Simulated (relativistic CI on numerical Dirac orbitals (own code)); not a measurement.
Os3+ (5d5) in a crystal field

Calculated by Dirac-Coulomb-Breit CI, KLI orbitals optimised for each configuration, model QED, valence Slater integrals scaled by 0.75, one configuration in a parametric crystal field (own radial code).

Field parameters in Wybourne normalisation: Td as Oh with Dq negative (B⁴₀ = 21Dq, B⁴₄ = √(5/14) B⁴₀). The field is a parameter set, without covalency.

S is read from ⟨S²⟩ = S(S + 1).

Site symmetry Td; labels are those of the double group. Computed levels in cm⁻¹ above the lowest, in rising order:

| Δ (size of 10Dq) | Lowest | No. 2 | No. 3 | No. 4 | No. 5 | No. 6 | No. 7 | No. 8 |
| --- | --- | --- | --- | --- | --- | --- | --- | --- |
| 3100 | Γ8 | 26 Γ7 | 13305 Γ8 | 15292 Γ7 | 17219 Γ6 | 17233 Γ8 | 17600 Γ7 | 18380 Γ8 |
| 5600 | Γ8 | 46 Γ7 | 11448 Γ8 | 14185 Γ7 | 15387 Γ6 | 15489 Γ8 | 16811 Γ7 | 17745 Γ8 |
| 8100 | Γ8 | 79 Γ7 | 9200 Γ8 | 12278 Γ7 | 13407 Γ6 | 13630 Γ8 | 15999 Γ7 | 16719 Γ6 |
| 10600 | Γ8 | 158 Γ7 | 6784 Γ8 | 10191 Γ7 | 11517 Γ6 | 11831 Γ8 | 14821 Γ7 | 15536 Γ8 |
| 13100 | Γ8 | 424 Γ7 | 4711 Γ8 | 8330 Γ7 | 10007 Γ6 | 10383 Γ8 | 13666 Γ7 | 14266 Γ8 |
| 15600 | Γ8 | 1308 Γ7 | 4331 Γ8 | 7568 Γ7 | 9563 Γ6 | 9982 Γ8 | 13404 Γ7 | 13879 Γ8 |
| 18050 | Γ8 | 2644 Γ7 | 6155 Γ8 | 8523 Γ7 | 10442 Γ6 | 10892 Γ8 | 14404 Γ7 | 14879 Γ8 |

Ground-state S against |10Dq| in cm⁻¹: 3100: 2.38, 5600: 2.36, 8100: 2.32, 10600: 2.24, 13100: 2.00, 15600: 1.45, 18050: 1.00.

The spin changes between |10Dq| = 13100 and 15600 cm⁻¹.
